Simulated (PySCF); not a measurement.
**Dipole response of Al⁻ (aluminium, charge -1)**

[Ne] 3s2 3p2, high-spin 3P determinant. All numbers are calculated (PySCF 2.14, the non-relativistic Hamiltonian (point nucleus), in aug-cc-pV(T+d)Z (6s5p4d2f, 55 functions)). Coupled (time-dependent) response in atomic units; α is the mean over directions.

```
 method  mean α (bohr³)         α xx, yy, zz  C₆ (like pair)  S(−4)
    UHF           290.0  153.3, 358.4, 358.4            5443  61260
wB97M-V           320.3  176.2, 392.3, 392.3            5912  91760
```

S(−4) is the Cauchy moment in α(ω) = α(0) + S(−4) ω² + …

α(iu) at wB97M-V:

| u (hartree) | α(iu) (bohr³) |
| --- | --- |
| 0 | 320.3 |
| 0.0500 | 210.1 |
| 0.100 | 125.5 |
| 0.200 | 55.77 |
| 0.300 | 30.62 |
| 0.500 | 13.08 |
| 0.750 | 6.387 |
| 1.00 | 3.826 |
| 1.50 | 1.891 |
| 2.00 | 1.171 |
| 3.00 | 0.6154 |
| 5.00 | 0.2788 |

A single London oscillator, α(iu) = α/(1 + u²/ω²), gives C₆ = (3/4) ω α². Matching the computed C₆ needs ω = 4 × 5912 / (3 × 320.3²) = 0.0768 hartree.

For an ion, C₆ is the dispersion term alone; charge-induced terms of lower order in 1/R come first.

The components differ because the open shell of this determinant is not spherical; for a pure term their mean is the scalar polarisability.
